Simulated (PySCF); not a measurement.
Species: C₄H₁₁PSi.
Atom-mapped SMILES: `[CH3:1][P:2]1[CH2:3][CH2:4][C@@H:5]1[SiH3:6]` (hydrogens: H7, H8, H9 on C1; H10, H11 on C3; H12, H13 on C4; H14 on C5; H15, H16, H17 on Si6)

Cartesian coordinates in Å at the GFN2-xTB level; atoms count from 1:
```
atom  x, y, z in Å
C1     1.630   -1.041    0.480
P2     1.072   -0.258   -1.105
C3     1.029    1.528   -0.523
C4    -0.393    1.378    0.032
C5    -0.743    0.075   -0.707
Si6   -1.812   -1.220    0.177
H7     2.717   -0.973    0.528
H8     1.350   -2.093    0.469
H9     1.199   -0.558    1.353
H10    1.799    1.813    0.193
H11    1.072    2.207   -1.375
H12   -0.386    1.238    1.114
H13   -1.058    2.214   -0.189
H14   -1.210    0.318   -1.669
H15   -1.344   -1.409    1.552
H16   -3.190   -0.724    0.217
H17   -1.739   -2.483   -0.557
```

The calculation used TDDFT PBE0/def2-SVPD, vertical, gas phase, core orbitals frozen in the response (PySCF 2.14.0, density-fitted response routines).

Computed states:

```csv
state,E (eV),f
S1,5.52,0.055
S2,5.92,0.054
S3,6.07,0.0038
S4,6.49,0.015
S5,6.60,0.016
S6,6.82,0.0074
S7,7.03,0.029
S8,7.10,0.012
```

Broadening: Gaussians 0.25 eV wide at half height, area fixed by f = 4.319×10⁻⁹ ∫ε dν̃. The width is an assumption, not a result. The curve ends short of the highest state used, and states not computed would add to its high-energy end.

(1) Give the broadened spectrum and its maxima.

(2) On this curve, what absorbance would a 10⁻³ mol/L sample give at 193 nm over a 1 cm path?

(3) Coming from long wavelengths, where does ε first pass 100 L mol⁻¹ cm⁻¹?

Results:

(1) 
| λ (nm) | ε (L mol⁻¹ cm⁻¹) |
| --- | --- |
| 190.8 | 2778 |
| 192.2 | 2200 |
| 193.7 | 1450 |
| 195.1 | 848 |
| 196.5 | 454 |
| 198.0 | 277 |
| 199.4 | 321 |
| 200.8 | 575 |
| 202.3 | 1139 |
| 203.7 | 2005 |
| 205.1 | 3180 |
| 206.6 | 4563 |
| 208.0 | 5596 |
| 209.5 | 6019 |
| 210.9 | 5632 |
| 212.3 | 4664 |
| 213.8 | 3419 |
| 215.2 | 2489 |
| 216.6 | 2070 |
| 218.1 | 2294 |
| 219.5 | 3047 |
| 220.9 | 4093 |
| 222.4 | 5171 |
| 223.8 | 5801 |
| 225.2 | 5865 |
| 226.7 | 5297 |
| 228.1 | 4346 |
| 229.6 | 3162 |
| 231.0 | 2136 |
| 232.4 | 1321 |
| 233.9 | 718 |
| 235.3 | 373 |
| 236.7 | 179 |
| 238.2 | 75 |
| 239.6 | 31 |
| 241.0 | 12 |

Maxima: 225 nm (5.52 eV), ε about 5900, made up of S1 (100%); 209 nm (5.92 eV), ε about 6000, made up of S2 (98%) (ε in L mol⁻¹ cm⁻¹; maxima over ε = 5, shares over 10%). At its high-energy end, 6.50 eV, the curve is still rising (ε about 2800, from S4 and S5).

(2) 193 nm is 6.424 eV, where ε is about 1800 L mol⁻¹ cm⁻¹, so A = ε c l ≈ 1.8 (Beer–Lambert, with the gas-phase spectrum and the assumed width).

(3) At about 238 nm (5.22 eV), 0.30 eV below S1.

One conformer stands for the species.
